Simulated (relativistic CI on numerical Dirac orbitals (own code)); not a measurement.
**What each ingredient does to the levels of Ba¹⁰⁺**

Base calculation: Dirac-Coulomb-Breit CI, KLI orbitals optimised for each configuration, model QED, unscaled Slater integrals.

Configurations in the expansion (outside the closed core [Ar] 3d10): 4s2 4p6 4d10, 4s2 4p6 4d9 4f, 4s2 4p6 4d9 5s, 4s2 4p6 4d9 5p, 4s2 4p5 4d10 4f, 4s2 4p6 4d9 5d, 4s2 4p6 4d9 6s, 4s 4p6 4d10 4f, 4s2 4p6 4d9 6p, 4s2 4p6 4d9 5f, 4s2 4p5 4d10 5s, 4s2 4p6 4d9 6d, 4s2 4p6 4d9 5g, 4s2 4p6 4d9 7s, 4s2 4p6 4d9 7p, 4s2 4p6 4d9 6f, 4s2 4p5 4d10 5p, 4s2 4p5 4d10 5d, 4s 4p6 4d10 5s, 4s2 4p5 4d10 6s, 4p6 4d10 4f2, 4p6 4d9 4f3, 4p6 4d9 4f2 5s, 4p6 4d9 4f2 5p, 4p5 4d10 4f3, 4p6 4d9 4f2 5d, 4p6 4d9 4f2 6s. Double excitations out of closed p, d and f shells are left out; levels of such configurations are missing from the list, as are those of other unlisted configurations, and high levels can miss mixing partners. Some configurations lack a partner that the ground configuration has and come out too high, among them 4s2 4p6 4d9 6p, 4s2 4p6 4d9 5f, 4s2 4p5 4d10 5s, 4s2 4p6 4d9 6d, 4s2 4p6 4d9 5g.

Variants: (1) valence Slater integrals scaled by 0.9; (2) configuration mixing switched off; (3) non-relativistic limit. Shifts of the energy above 4s2 4p6 4d10 1S_0, in cm⁻¹, for the lowest level and the first level of each name with at least 55 % of one term (blank where a level changes its place among those of its configuration and J or its character, or is not in the variant):

```tsv
Level	Base	Δ(1)	Δ(2)	Δ(3)
4s2 4p6 4d10 1S_0	0	0	0	0
4s2 4p6 4d9 5s 3D_3	620585	+475	+1342	+66387
4s2 4p6 4d9 5s 3D_2	625005	+90	+1188	+61967
4s2 4p6 4d9 5s 3D_1	642247	+444	+1326	+44725
4s2 4p6 4d9 5s 1D_2	646706	-133	+957	+48237
4s2 4p6 4d9 4f 3P°_0	760199	+4231	+113	+8394
4s2 4p6 4d9 5p 3P°_2	761956	+1335	+2408	+49620
4s2 4p6 4d9 4f 3P°_1	763797	+4129	+148	+4796
4s2 4p6 4d9 4f 3P°_2	771399	+3794	-82	-2806
4s2 4p6 4d9 4f 3H°_6	783827	+1988	-50	+7224
4s2 4p6 4d9 5p 3F°_2	786236	+683	+1181	+34454
4s2 4p6 4d9 4f 3H°_5	787794	+1679	-45	+3256
4s2 4p6 4d9 5p 3P°_1	787849	+1097	+1993	+23728
4s2 4p6 4d9 5p 3F°_4	792513	+651	+1168	+28177
4s2 4p6 4d9 4f 3H°_4	798041	+1508	-35	-6991
4s2 4p6 4d9 5p 1D°_2	800831	-397	+514	+33602
4s2 4p6 4d9 5p 1P°_1	801619	-483	+1614	+31111
4s2 4p6 4d9 4f 3F°_4	801883	+300	+140	+4868
4s2 4p6 4d9 5p 3D°_3	804419	-601	+494	
4s2 4p6 4d9 5p 3P°_0	805762	+1578	+2300	+5815
4s2 4p6 4d9 4f 3D°_1	806962	+472	-185	-479
4s2 4p6 4d9 4f 1H°_5	808461	-103	-15	-354
```

At this charge transitions that keep the count of f electrons are usually good to a few per cent. Levels and lines within the n = 5 or 6 shells can be off by up to 10 % or somewhat more, and those that change n by about 2 %, since core polarisation is missing. Levels that differ in their count of f electrons can be misplaced by several ten thousand cm⁻¹, since the correlation energy of f electrons is missing or only estimated; rates across such gaps can be off by orders of magnitude.

Ionisation energy from one configuration of each of the two ions, the ground ones as tabulated or assumed: base 241.126 eV. The NIST ASD value (theoretical) is 241 ± 2.4 eV.

LS names give the leading component of a level, which can be under half, so a name can repeat, a term be missing and a line seem to break the LS rules.
